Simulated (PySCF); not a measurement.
Species: perfluoropropane, C₃F₈.
SMILES: `FC(F)(F)C(F)(F)C(F)(F)F`

Torsions of this conformer, `[F:1][C:2]([F:3])([F:4])[C:5]([F:6])([F:7])[C:8]([F:9])([F:10])[F:11]`: F1–C2–C5–F6 180°, C2–C5–C8–F9 61°.

The closed-shell ground state was solved at several levels (PySCF, density fitting, gas phase, non-relativistic). Geometry: PBE0-D3(BJ)/def2-SVP; no solvent, vibrations or thermal averaging.

```
              level  basis functions  HOMO (eV)  LUMO (eV)  gap (eV)  dipole (D)
     B3LYP/pcSseg-2              396     -10.72       0.71     11.43        0.13
CAM-B3LYP/def2-SVPD              244     -12.65       1.15     13.80        0.14
      PBE0/pcSseg-1              187     -10.90       1.32     12.22        0.11
```

Estimate the row for B3LYP/pcJ-1, a basis of 297 functions; the other rows only guide the guess.

HOMO -10.66 eV, LUMO 1.04 eV, gap 11.70 eV, dipole 0.11 D.

Over all these levels, which gives the widest orbital gap and which the narrowest?

CAM-B3LYP/def2-SVPD (range-separated hybrid) has the widest, 13.80 eV, and B3LYP/pcSseg-2 (global hybrid, 20 % exact exchange) the narrowest, 11.43 eV. Functional and basis both differ between the two, so the spread mixes both effects.

How far do the dipole and the HOMO energy spread over the levels?

The dipole runs from 0.11 to 0.14 D (mean 0.12 D) and the HOMO from -12.65 to -10.66 eV.
